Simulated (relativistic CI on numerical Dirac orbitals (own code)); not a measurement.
## Rh⁺: L2,3 absorption edge

Computed with this model: Dirac-Coulomb-Breit CI, KLI orbitals optimised for each configuration, model QED (radiative potential, 1s self-energy scaled to tabulated hydrogen-like ionisation energies), multiplet model of core-to-valence dipole absorption, unscaled Slater integrals; configurations [Kr] 4d8 → [He] 2s2 2p5 3s2 3p6 3d10 4s2 4p6 4d9; 300 K; Lorentzian 0.96 eV and Gaussian 0.5 eV FWHM. Energies are those of the free ion, without screening or charge transfer. The branching ratio is the share of the lower-energy edge in the whole absorption, uncertain by about 0.02 where the edges overlap. S is read from ⟨S²⟩ = S(S + 1).

Field parameters in Wybourne normalisation: D3d B²₀ = −7Dσ, B⁴₀ = −14Dq − 21Dτ, B⁴₃ = −14√(10/7) Dq; D4h B²₀ = −7Ds, B⁴₀ = 21(Dq − Dt), B⁴₄ = 21√(5/14) Dq; Td as Oh with Dq negative (B⁴₀ = 21Dq, B⁴₄ = √(5/14) B⁴₀). The field is a parameter set, without covalency.

Peaks in eV (height, largest 100): 3004.0 (100), 3147.1 (8).

Q: Which surroundings give this spectrum?
A. Td, 10Dq = -4200 cm⁻¹
B. D3d, 10Dq = 7850, Dσ = -600, Dτ = -360 cm⁻¹
C. Td, 10Dq = -7150 cm⁻¹
D. D3d, 10Dq = 25850, Dσ = -210, Dτ = 280 cm⁻¹

A: C. Td, 10Dq = -7150 cm⁻¹, where the ground state has S = 1.00.
